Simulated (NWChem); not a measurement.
Everything below was run with NWChem. System: H$_{2}$O$_{2}$Si, charge 0, spin multiplicity 1, at a geometry optimised with PBE/def2-SVP. The structure started from a generated list of species. Level: TD-B3LYP/def2-SVPD, VWN1-RPA local correlation.

Output (cleaned and shortened):

```
             Northwest Computational Chemistry Package (NWChem) 7.3.0
             --------------------------------------------------------

                                NWChem Input Module
                                -------------------

 Scaling coordinates for geometry "geometry" by  1.889725989
 (inverse scale =  0.529177249)

 Turning off AUTOSYM since
 SYMMETRY directive was detected!

                             Geometry "geometry" -> ""
                             -------------------------

 Output coordinates in angstroms (scale by  1.889725989 to convert to a.u.)

  No.       Tag          Charge          X              Y              Z
 ---- ---------------- ---------- -------------- -------------- --------------
    1 Si                  14.0000    -0.15602400     0.62052800     0.00000000
    2 O                    8.0000    -1.20664600    -0.69135800     0.00000000
    3 H                    1.0000    -0.76259600    -1.56475800     0.00000000
    4 O                    8.0000     1.31165800    -0.23958600     0.00000000
    5 H                    1.0000     2.10683700     0.32492100     0.00000000

 Effective nuclear repulsion energy (a.u.)     101.6106287913

            Nuclear Dipole moment (a.u.)
            ----------------------------
        X                 Y               Z
 ---------------- ---------------- ----------------
     0.0000018897     0.0000056692     0.0000000000

      Symmetry information
      --------------------

 Group name             Cs
 Group number              2
 Group order               2
 No. of unique centers     5

      Symmetry unique atoms

     1    2    3    4    5


 Summary of "ao basis" -> "" (spherical)
 ------------------------------------------------------------------------------
       Tag                 Description            Shells   Functions and Types
 ---------------- ------------------------------  ------  ---------------------
 *                         def2-svpd                  on all atoms

                                 NWChem DFT Module
                                 -----------------

 Summary of "ao basis" -> "ao basis" (spherical)
 ------------------------------------------------------------------------------
       Tag                 Description            Shells   Functions and Types
 ---------------- ------------------------------  ------  ---------------------
 Si                        def2-svpd                10       24   5s3p2d
[...]
     Total Oscillator Strength                     0.0027937839

          sigma_e =   1.6631 Angstrom
          sigma_h =   1.2431 Angstrom
         |d_h->e| =   1.5132 Angstrom
            d_exc =   2.5570 Angstrom
            d_CD1 =   1.9331 Angstrom
            d_CD2 =   0.0601 Angstrom
            d_CD3 =   4.0702 Angstrom
     Pearson C.C. =   0.0151

     Occ.   12  a'  ---  Virt.   17  a"  -0.08511 X
     Occ.   14  a'  ---  Virt.   17  a"   0.99292 X
  ----------------------------------------------------------------------------
  Root   6 singlet a'             0.287413794 a.u.                7.8209 eV
  ----------------------------------------------------------------------------
     Transition Moments    X -0.64337   Y  0.86837   Z -0.00000
     Transition Moments   XX  1.12612  XY -1.35809  XZ -0.00000
     Transition Moments   YY  4.78882  YZ -0.00000  ZZ  0.23772
     Dipole Oscillator Strength                    0.2237979354
     Electric Quadrupole                           0.0000009690
     Magnetic Dipole                               0.0000004319
     Total Oscillator Strength                     0.2237993363

          sigma_e =   2.5399 Angstrom
          sigma_h =   1.5995 Angstrom
         |d_h->e| =   1.1949 Angstrom
            d_exc =   3.1734 Angstrom
            d_CD1 =   2.1353 Angstrom
            d_CD2 =  -0.8748 Angstrom
            d_CD3 =   4.3683 Angstrom
     Pearson C.C. =   0.0451

     Occ.   13  a"  ---  Virt.   17  a"   0.24761 X
     Occ.   15  a"  ---  Virt.   17  a"   0.08475 X
     Occ.   16  a'  ---  Virt.   19  a'  -0.10969 X
     Occ.   16  a'  ---  Virt.   20  a'  -0.93184 X
     Occ.   16  a'  ---  Virt.   21  a'   0.15877 X
     Occ.   16  a'  ---  Virt.   22  a'  -0.12011 X
  ----------------------------------------------------------------------------
  Root   7 singlet a"             0.291476046 a.u.                7.9315 eV
  ----------------------------------------------------------------------------
     Transition Moments    X  0.00000   Y  0.00000   Z -0.30916
     Transition Moments   XX -0.00000  XY -0.00000  XZ -1.02527
     Transition Moments   YY -0.00000  YZ -0.19669  ZZ  0.00000
     Dipole Oscillator Strength                    0.0185731766
     Electric Quadrupole                           0.0000001437
     Magnetic Dipole                               0.0000001951
     Total Oscillator Strength                     0.0185735154

          sigma_e =   2.2523 Angstrom
          sigma_h =   1.5130 Angstrom
         |d_h->e| =   1.5958 Angstrom
            d_exc =   3.0834 Angstrom
            d_CD1 =   2.3351 Angstrom
            d_CD2 =  -0.2869 Angstrom
            d_CD3 =   4.6792 Angstrom
     Pearson C.C. =   0.0589

     Occ.   12  a'  ---  Virt.   17  a"  -0.08673 X
     Occ.   13  a"  ---  Virt.   18  a'   0.16492 X
     Occ.   15  a"  ---  Virt.   18  a'  -0.97734 X
  ----------------------------------------------------------------------------
  Root   8 singlet a'             0.294165619 a.u.                8.0047 eV
  ----------------------------------------------------------------------------
     Transition Moments    X  0.34821   Y -0.79292   Z  0.00000
     Transition Moments   XX  1.80296  XY  0.59235  XZ -0.00000
     Transition Moments   YY -0.66669  YZ  0.00000  ZZ -2.26954
     Dipole Oscillator Strength                    0.1470772518
     Electric Quadrupole                           0.0000006181
     Magnetic Dipole                               0.0000000086
     Total Oscillator Strength                     0.1470778785

          sigma_e =   2.1466 Angstrom
          sigma_h =   1.5925 Angstrom
         |d_h->e| =   0.8337 Angstrom
            d_exc =   2.7659 Angstrom
            d_CD1 =   1.3878 Angstrom
            d_CD2 =  -1.0359 Angstrom
            d_CD3 =   3.5996 Angstrom
     Pearson C.C. =   0.0277

     Occ.   12  a'  ---  Virt.   18  a'  -0.07495 X
     Occ.   12  a'  ---  Virt.   19  a'   0.08815 X
     Occ.   13  a"  ---  Virt.   17  a"   0.87309 X
     Occ.   16  a'  ---  Virt.   18  a'  -0.07021 X
     Occ.   16  a'  ---  Virt.   20  a'   0.25851 X
     Occ.   16  a'  ---  Virt.   21  a'  -0.12447 X
     Occ.   16  a'  ---  Virt.   22  a'  -0.33972 X

              Target root =      1
          Target symmetry = none
      Ground state energy =   -441.034203982994
        Excitation energy =      0.188840495325
     Excited state energy =   -440.845363487669

  stored tddft:energy   -440.84536348766898

 Task  times  cpu:      116.9s     wall:      116.9s

 Total times  cpu:      117.0s     wall:      117.0s
```

Question: Write an NWChem input that would produce this output.

Answer: This is not unique; one that fits is 
```
start mol
memory heap 200 mb stack 900 mb global 1100 mb
geometry units angstroms nocenter noautoz
  Si    -0.156024     0.620528     0.000000
  O     -1.206646    -0.691358     0.000000
  H     -0.762596    -1.564758     0.000000
  O      1.311658    -0.239586     0.000000
  H      2.106837     0.324921     0.000000
  symmetry group Cs
end
basis spherical
  * library def2-svpd
end
dft
  xc b3lyp
  semidirect memsize 60000000 filesize 0
  iterations 100
end
tddft
  rpa
  nroots 8
  notriplet
  thresh 1e-4
end
task tddft energy
```
